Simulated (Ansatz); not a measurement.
Consider the silylene formation by 1,1-elimination: `O/C([SiH3])=C/[SiH3]` → `O/C=C/[SiH3]` + `[SiH2]`.

Isolated molecules relaxed with PBE0-D4/def2-TZVP in Ansatz; ΔE leaves out vibrations. CCSD(T)/CBS adds triple-zeta CCSD(T) − MP2 to the extrapolated MP2 energy (def2 sets, frozen cores). This one scheme is used for every species. Double bonds are as drawn, so ΔE can hold a change between cis and trans. Functionals use def2-TZVPP. B3LYP here is the variant with VWN-RPA as its local correlation; programs differ in this. HSE06 is defined as in plane-wave codes. One conformer a species, not always the lowest.

`O/C([SiH3])=C/[SiH3]`:

Cartesian coordinates in Å:
```
O -1.230 0.297 -2.003
C -0.508 0.098 -0.869
Si 0.644 -1.383 -1.048
C -0.615 0.866 0.223
Si 0.318 0.686 1.820
H -1.810 1.059 -1.884
H 1.398 -1.543 0.220
H -0.155 -2.604 -1.320
H 1.583 -1.149 -2.172
H -1.329 1.694 0.180
H 0.061 -0.618 2.488
H -0.146 1.772 2.725
H 1.788 0.826 1.641
```

`O/C=C/[SiH3]`:

Z-matrix (Å, degrees):
```
Si
C 1 1.844
H 1 1.489 2 111.7
H 1 1.489 2 111.7 3 -119.9
H 1 1.488 2 108.5 3 120.1
C 2 1.334 1 121.6 3 -120.1
H 2 1.090 1 120.0 3 59.9
O 6 1.345 2 127.2 1 180.0
H 6 1.086 2 122.5 1 0.0
H 8 0.964 6 109.2 2 0.0
```

`[SiH2]`:

Z-matrix (Å, degrees):
```
Si
H 1 1.525
H 1 1.525 2 91.2
```

```json
{"level": "PBE-D4", "ΔE (kJ/mol)": "224.5", "difference from CCSD(T)/CBS": "4.9"}
{"level": "revPBE-D4", "ΔE (kJ/mol)": "221.3", "difference from CCSD(T)/CBS": "1.7"}
{"level": "B3LYP-D4", "ΔE (kJ/mol)": "216.2", "difference from CCSD(T)/CBS": "-3.4"}
{"level": "r2SCAN0-D4", "ΔE (kJ/mol)": "237.6", "difference from CCSD(T)/CBS": "18.0"}
{"level": "BHLYP-D4", "ΔE (kJ/mol)": "223.0", "difference from CCSD(T)/CBS": "3.4"}
{"level": "CAM-B3LYP-D4", "ΔE (kJ/mol)": "221.6", "difference from CCSD(T)/CBS": "2.0"}
{"level": "PBE-QIDH", "ΔE (kJ/mol)": "232.1", "difference from CCSD(T)/CBS": "12.5"}
{"level": "HSE06", "ΔE (kJ/mol)": "219.9", "difference from CCSD(T)/CBS": "0.3"}
{"level": "BHLYP", "ΔE (kJ/mol)": "207.6", "difference from CCSD(T)/CBS": "-12.0"}
{"level": "LC-ωPBE", "ΔE (kJ/mol)": "231.5", "difference from CCSD(T)/CBS": "11.9"}
{"level": "RPA@PBE/def2-TZVPP", "ΔE (kJ/mol)": "195.7", "difference from CCSD(T)/CBS": "-23.9"}
{"level": "MP2/def2-SVP", "ΔE (kJ/mol)": "222.2", "difference from CCSD(T)/CBS": "2.6"}
{"level": "CCSD/def2-SVP", "ΔE (kJ/mol)": "197.1", "difference from CCSD(T)/CBS": "-22.5"}
{"level": "CCSD/def2-TZVPP", "ΔE (kJ/mol)": "205.6", "difference from CCSD(T)/CBS": "-14.0"}
{"level": "HF/CBS(def2)", "ΔE (kJ/mol)": "190.1", "difference from CCSD(T)/CBS": "-29.5"}
{"level": "MP2/CBS(def2)", "ΔE (kJ/mol)": "239.1", "difference from CCSD(T)/CBS": "19.5"}
{"level": "CCSD(T)/CBS", "ΔE (kJ/mol)": "219.6", "difference from CCSD(T)/CBS": "0"}
```

Largest T1 diagnostic among the species: 0.014.

From BLYP to BHLYP (50 % exact exchange), in def2-TZVPP and without D4, ΔE moves by +21.0 kJ/mol. Leaving LDA and LC-ωPBE aside and taking each functional with its dispersion term where it has one, the values, not all of them listed here, spread over 28.5 kJ/mol, from BLYP-D4 to r2SCAN-D4. LDA lies +37.7 kJ/mol from PBE without D4. The D4 term adds +18.0 kJ/mol with B3LYP and +9.8 kJ/mol with PBE0; it sums over pairs of atoms, weighted by their polarisabilities, and B3LYP, whose exchange is more repulsive, gets the larger term.
